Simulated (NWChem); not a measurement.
Species: ZnH₂SeS; SMILES [SeH][Zn][SH]

```xyz
5

Zn    -0.2406     0.4832     0.0000
S     -0.3721     2.6631     0.0000
H      0.9740     2.7983     0.0000
Se    -0.1462    -1.8077     0.0000
H      1.3267    -1.7556     0.0000
```
Atoms are numbered in this order, from 1.

This is a stationary point of PBE0/def2-SVP (NWChem), point group Cs. This build's default masses of Se (78.918 u) and Br (79.917 u) are each other's, which moves their modes by up to 0.6 %.

Is it a minimum? If not, what does it relax to?

No. It has an imaginary frequency of 133i cm⁻¹. Following that mode (on a finer grid) lowers the energy by 0.7 kcal/mol and ends, with real frequencies alone, at point group C1:
```xyz
5

Zn     0.1108     0.5342    -0.0088
S      0.0126     2.6851    -0.3448
H      0.8869     2.9425     0.6553
Se     0.1951    -1.7257     0.3410
H      1.3023    -1.8527    -0.6228
```
